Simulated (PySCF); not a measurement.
Isomers of CH5NSi. Isolated molecules, 0 K electronic values unless said otherwise. One relaxed conformer stands for each flexible species; it need not be the lowest. Strings in code marks are SMILES.

The T1 excitation (TDA) from two functionals at the same geometries (r2SCAN-D4/def2-TZVP), both in PySCF: PBE-D3(BJ)/def2-TZVP and r2SCAN-D4/def2-TZVP. Excitations are Tamm–Dancoff values on a coarser integration grid. The basis has no diffuse functions, so Rydberg states are missing or too high.

```json
[
 {"species": "`N[SiH]=C`", "PBE-D3(BJ)/def2-TZVP (eV)": "3.17", "r2SCAN-D4/def2-TZVP (eV)": "3.13"},
 {"species": "`NC=[SiH2]`", "PBE-D3(BJ)/def2-TZVP (eV)": "1.79", "r2SCAN-D4/def2-TZVP (eV)": "1.71"},
 {"species": "`[H]/N=C/[SiH3]`", "PBE-D3(BJ)/def2-TZVP (eV)": "3.46", "r2SCAN-D4/def2-TZVP (eV)": "3.69"},
 {"species": "`C=N[SiH3]`", "PBE-D3(BJ)/def2-TZVP (eV)": "3.34", "r2SCAN-D4/def2-TZVP (eV)": "3.61"},
 {"species": "`[H]/N=[SiH]\\C`", "PBE-D3(BJ)/def2-TZVP (eV)": "3.51", "r2SCAN-D4/def2-TZVP (eV)": "3.44"}
]
```

Over these rows, drawn at random from the members with no instability flagged (it was tested for open shells, ions and some series alone), PBE minus r2SCAN-D4: mean -0.06 eV, from -0.27 eV to +0.09 eV.
